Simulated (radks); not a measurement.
The barium ion Ba2+, 54 electrons, occupied as [Xe] (the NIST ground configuration).

Calculated with a radial shooting solver on a logarithmic mesh with Libxc functionals: non-relativistic Kohn-Sham, exchange-only PBE, spin-polarised, spherical densities, point nucleus; relativity is left out, which matters for an element this heavy.

Energy parts (eV):
part                  energy
total             -214485.86
kinetic            214485.86
electron-nucleus  -507467.93
Hartree             83611.70
exchange            -5115.50

Orbitals (lengths in bohr, moments of r in powers of bohr; r(max) is where P^2 peaks; r(90%) holds 90 % of the orbital's charge):
orbital  occ.  eigenvalue (eV)   r(max)      <r>  r(90%)
1s          2        -35578.92  0.01797  0.02713  0.0482
2s          2        -5480.550  0.09904   0.1164   0.179
2p          6        -5172.035  0.07731  0.09900   0.160
3s          2        -1164.481   0.2801   0.3064   0.448
3p          6        -1032.522   0.2668   0.2964   0.443
3d         10        -786.8982   0.2160   0.2671   0.417
4s          2        -235.9974   0.6527   0.7038    1.01
4p          6        -187.8407   0.6656   0.7283    1.06
4d         10        -104.1224   0.6933   0.7960    1.20
5s          2         -42.1024    1.534    1.703    2.45
5p          6         -29.5851    1.690    1.926    2.81

The highest occupied level is 5p at -29.585 eV. Summed over all electrons, <r^2> = 45.55 bohr^2, which gives a Langevin (diamagnetic) susceptibility term of -36.1 x 10^-6 cm^3/mol.
